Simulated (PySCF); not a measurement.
A calculated (CAM-B3LYP, PySCF 2.14, cc-pVDZ-X2C, scalar relativity by spin-free X2C-1e) atom or ion has these occupied shells.

| shell | electrons | orbital energy (eV) | rms radius, mean of both spins (bohr) |
| --- | --- | --- | --- |
| 1s α | 1 | -40276.6 | 0.0280 |
| 1s β | 1 | -40276.5 | 0.0280 |
| 2s α | 1 | -6475.6 | 0.114 |
| 2s β | 1 | -6475.6 | 0.114 |
| 2p α | 3 | -5806.3 | 0.102 |
| 2p β | 3 | -5806.3 | 0.102 |
| 3s α | 1 | -1408.3 | 0.297 |
| 3s β | 1 | -1408.0 | 0.297 |
| 3p α | 3 | -1193.7 | 0.297 |
| 3p β | 3 | -1193.4 | 0.297 |
| 3d α | 5 | -885.45 | 0.275 |
| 3d β | 5 | -885.20 | 0.275 |
| 4s α | 1 | -293.38 | 0.677 |
| 4s β | 1 | -292.55 | 0.677 |
| 4p α | 3 | -222.58 | 0.719 |
| 4p β | 3 | -221.71 | 0.719 |
| 4d α | 5 | -119.27 | 0.802 |
| 4d β | 5 | -118.28 | 0.802 |
| 5s α | 1 | -47.969 | 1.61 |
| 5s β | 1 | -47.463 | 1.61 |
| 5p α | 3 | -29.150 | 1.86 |
| 5p β | 3 | -28.733 | 1.86 |
| 4f α | 1 | -12.414 | 1.22 |
| 6s α | 1 | -6.632 | 4.27 |
| 6s β | 1 | -5.995 | 4.27 |
| 6p α | 1 | -3.241 | 5.78 |

Question: Name the element and its charge.

Answer: Ce (cerium, neutral), in [Xe] 4f1 6s2 6p1, one real determinant (an excited configuration).
